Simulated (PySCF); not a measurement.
# Sn (tin, neutral) across methods

[Kr] 4d10 5s2 5p1 5d1, one real determinant (an excited configuration). Computed with PySCF 2.14 in aug-cc-pVQZ-PP with ECP28MDF, with scalar relativity through the core potential.

```csv
method,E (hartree),mean ε 5s β (eV),mean ε 5p α (eV),mean ε 5d α (eV),Σ⟨r²⟩ (bohr²),⟨S²⟩
UHF,-213.13906,-15.498,-9.813,-1.376,92.70,2.010
LDA,-213.7150,-13.282,-6.365,-0.625,87.36,2.001
PBE,-214.0612,-12.924,-6.328,-0.728,88.71,2.001
M06-2X,-213.9971,-14.158,-8.206,-1.075,89.04,2.006
wB97X-V,-214.0184,-16.191,-9.368,-1.548,89.91,2.003
r2SCAN,-214.1289,-13.132,-6.663,-0.625,88.63,2.004
PBE0,-214.0635,-13.820,-7.337,-0.965,89.32,2.003
```

(1) Estimate the same row for wB97M-V.

⟨L²⟩ = 8.03 against 12 for a pure F term, so this real determinant mixes terms. Energies and moments cover only the electrons outside the core potential. The outer electron is Rydberg-like, and this basis confines it to a smaller radius and binds it less than a complete one would.

Answers

(1) E (hartree) = -213.9992; mean ε 5s β (eV) = -15.893; mean ε 5p α (eV) = -9.152; mean ε 5d α (eV) = -1.337; Σ⟨r²⟩ (bohr²) = 85.90; ⟨S²⟩ = 2.002.
